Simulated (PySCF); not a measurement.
**Löwdin shares of the frontier orbitals**

Compound: (MgSe)4 cube, Mg4Se4.
Z-matrix (Å and degrees, PBE0-D3(BJ)/def2-SVP geometry), rows numbered from 1:
```
Mg
Se  1  2.5644
Mg  2  2.5745  1   72.60
Se  3  2.5688  2  104.72  1    17.42
Mg  4  2.5738  1   72.33  2    94.11
Se  5  2.5676  4  105.32  1    16.23
Mg  6  2.5656  1   72.83  2   -17.29
Se  5  2.5652  4  104.97  1   -94.17
```

Method used: TDDFT wB97X-D/def2-SVPD, vertical, gas phase, core orbitals frozen in the response in PySCF. The wB97X-D/def2-SVPD calculation is non-relativistic and has no spin–orbit coupling, an omission that weighs most on selenium.

Frontier orbitals with the atoms that hold most of them (Löwdin shares over 4%, at most four atoms; ? is withheld):

```json
{"orbital": "LUMO+2", "ε (eV)": "0.22", "atoms": "Mg5 36%, Mg1 31%, Se4 11%, Se6 11%"}
{"orbital": "LUMO+1", "ε (eV)": "0.21", "atoms": "Mg7 40%, Mg3 26%, Se2 11%, Se8 11%"}
{"orbital": "LUMO", "ε (eV)": "?", "atoms": "?"}
{"orbital": "HOMO", "ε (eV)": "-8.40", "atoms": "Se2 24%, Se4 22%, Se6 19%, Se8 17%"}
{"orbital": "HOMO-1", "ε (eV)": "-8.41", "atoms": "Se4 27%, Se6 27%, Se8 17%, Se2 10%"}
{"orbital": "HOMO-2", "ε (eV)": "-8.42", "atoms": "Se2 27%, Se8 26%, Se6 15%, Se4 13%"}
{"orbital": "HOMO-3", "ε (eV)": "-8.48", "atoms": "Se6 35%, Se2 19%, Se8 17%, Se4 12%"}
```

Task: Give the leading atoms of the LUMO.

Result: Mg7 (bonded to 3 Se) 18%; Mg3 (bonded to 3 Se) 18%; Mg5 (bonded to 3 Se) 18%; Mg1 (bonded to 3 Se) 18%.

Task: What is the LUMO energy, and the HOMO–LUMO gap?

Result: ε(LUMO) = -0.87 eV; the gap is 7.53 eV (0.2768 hartree).

Task: The HOMO–LUMO gap is 7.53 eV. Where does the response calculation put the lowest singlet, and from which orbitals?

Result: S1 is at 3.80 eV (f = 0.0000), 3.73 eV below the gap, made of HOMO→LUMO (93%). Without the coupling terms of the response equations the lowest excitation would equal the gap.

Next come S2 at 3.81 eV (f 0.0004), HOMO-1→LUMO (92%); S3 at 3.83 eV (f 0.0008), HOMO-2→LUMO (91%); S4 at 3.98 eV (f 0.060), HOMO-3→LUMO (92%); S5 at 3.99 eV (f 0.062), HOMO-4→LUMO (91%).

Orbitals of the list HOMO-3 to LUMO+2 that lie within 0.01 eV of each other are written together with a slash and their weights summed (≥ marks a lower bound); for degenerate orbitals outside that list single weights are arbitrary.

Löwdin shares depend on the basis, the more so with diffuse functions.

One conformer stands for the species.
